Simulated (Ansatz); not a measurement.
Species: BiBr$_{2}$, charge 0, doublet. BiBr2 (SMILES [Br][Bi][Br], doublet).
B3LYP-D3(BJ)/def2-TZVP minimum from Ansatz (an electronic-structure program):
```
Bi
Br 1 2.6104
Br 1 2.6104 2 100.40
```
Charge 0, spin multiplicity 2.

Atomisation energy term by term, kcal/mol (programs: Ansatz). Radicals and triplets start from unrestricted determinants; spin-orbit coupling is neglected. Cores are frozen in correlated methods (noble-gas shells, and filled d and f shells in the p block). Past Kr the def2 sets carry scalar-relativistic core potentials. CBS(X,Y): correlation extrapolated as X^-3, Hartree-Fock from the larger set. A bracket is a step between two methods taken in the basis named. Spin-orbit terms, left out, reach several kcal/mol for Br and I, and more for heavier atoms.

| term | basis | kcal/mol |
|---|---|---|
| Hartree-Fock | def2-QZVPP | 65.68 |
| CCSD correlation | CBS(def2-TZVPP,def2-QZVPP) | 52.16 |
| (T) | CBS(def2-TZVPP,def2-QZVPP) | 6.67 |
| CCSDT(Q) - CCSD(T) | def2-SVP | 0.64 |
| sum: De |  | 125.1 |
